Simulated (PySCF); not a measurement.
**Spin-Hamiltonian simulation**

Molecule: SMILES Cc1ccncc1, C$_{6}$H$_{7}$N.

Geometry (Å), atoms numbered from 1 in this order:
```xyz
14

C     1.959   -0.120    0.137
C     0.464   -0.022    0.079
C    -0.186    1.205   -0.082
C    -1.577    1.238   -0.159
N    -2.347    0.155   -0.087
C    -1.733   -1.015    0.068
C    -0.349   -1.156    0.157
H     2.376   -0.248   -0.875
H     2.406    0.789    0.563
H     2.283   -0.983    0.737
H     0.387    2.135   -0.143
H    -2.094    2.197   -0.283
H    -2.377   -1.900    0.129
H     0.091   -2.148    0.289
```

- shieldings: GIAO PBE0/pcSseg-1
- couplings computed with B3LYP/pcJ-1 (spin–dipole term only in couplings to heteroatoms)
- geometry from PBE0-D3(BJ)/def2-SVP
- run in PySCF 2.14.0 with density-fitted response routines
- averaged over atoms made equivalent by symmetry, fast rotation or ring inversion, in vacuum, one computed conformer, non-relativistic Hamiltonian

Chemical shifts δ = σref − σ; ¹H against TMS, all at this level.

Shifts (ppm): H8/H9/H10 2.38, H11/H14 7.03, H12/H13 8.65.
Couplings (Hz): H8–H9, H8–H10, H9–H10: -16.0; H8–H11, H8–H14, H9–H11, H9–H14, H10–H11, H10–H14: -0.9; H8–H12, H8–H13, H9–H12, H9–H13, H10–H12, H10–H13: 0.3; H11–H12, H13–H14: 5.6; H11–H13, H12–H14: 0.9; H11–H14: 1.6; H12–H13: -0.8.

The 7-spin Hamiltonian (Zeeman plus full scalar coupling among like nuclei) was diagonalised exactly; lines are Lorentzian, 0.7 Hz wide, and the maxima above 3 % are listed with the tallest set to 100.

Task: Give the ¹H peak list of this spin system at 100 MHz.

Result: 
δ in ppm (height): 8.682 (31), 8.668 (17), 8.633 (18), 8.619 (33), 7.066 (22), 7.058 (25), 7.049 (19), 7.030 (7), 7.011 (18), 7.002 (23), 6.993 (20), 2.380 (100)

Task: And at 500 MHz?

Result: 
δ in ppm (height): 8.656 (32), 8.654 (18), 8.646 (18), 8.644 (33), 7.037 (21), 7.035 (24), 7.034 (18), 7.030 (7), 7.026 (18), 7.024 (24), 7.023 (21), 2.380 (100)

Task: Among coupled protons with different shifts, which pair is furthest from first order, and how does the field change that?

Result: H11 and H12: Δν/J is about 28.9 at 100 MHz (close to first order) and 144.6 at 500 MHz (close to first order). J in Hz doesn't depend on the field, while Δν in Hz grows in proportion to it. The system also holds chemically equivalent protons that couple differently to a partner (AA′BB′ or AA′XX′ type), and that part stays second order at any field.

Unscaled 3J(H,H) at this level run about 10 % above measured values.
